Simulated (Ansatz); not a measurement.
Na5⁺, relaxed as a singlet with RKS r2SCAN/def2-SVP in Ansatz, starting from the GFN1-xTB geometry. Force threshold 0.02 eV/Å.

The structure comes from a short search, and lower isomers may exist.

Start:

| atom | x (Å) | y (Å) | z (Å) |
| --- | --- | --- | --- |
| Na1 | 1.269 | 2.952 | 0.405 |
| Na2 | -0.003 | -0.026 | -0.100 |
| Na3 | -0.914 | 3.029 | -1.629 |
| Na4 | 0.327 | -3.404 | -0.680 |
| Na5 | -0.680 | -2.551 | 2.004 |

Estimate the energy that the relaxation releases and the steps that it takes.

0.20 eV, in 7 steps; 20 s on 4 threads of Arm Neoverse V1 on a shared host. The force fell under the threshold at step 4, but the optimiser went on. No frequencies were taken in this run, so the end may be a saddle point.

Does the start keep its bonding?

By distances, no bond broke or formed. The bond that changes most is Na1–Na2, from 3.28 to 3.67 Å (atoms count from 1).

Predict the relaxed structure.


Cartesian coordinates in Å:
```
Na 1.5897 3.2861 0.3192
Na -0.0064 -0.0045 -0.0280
Na -1.1144 3.1043 -1.6594
Na 0.4935 -3.5767 -0.7781
Na -0.9623 -2.8093 2.1463
```
Bond lengths (bridged metal pairs left out): 6 × Na–Na 3.36 to 3.68 Å.
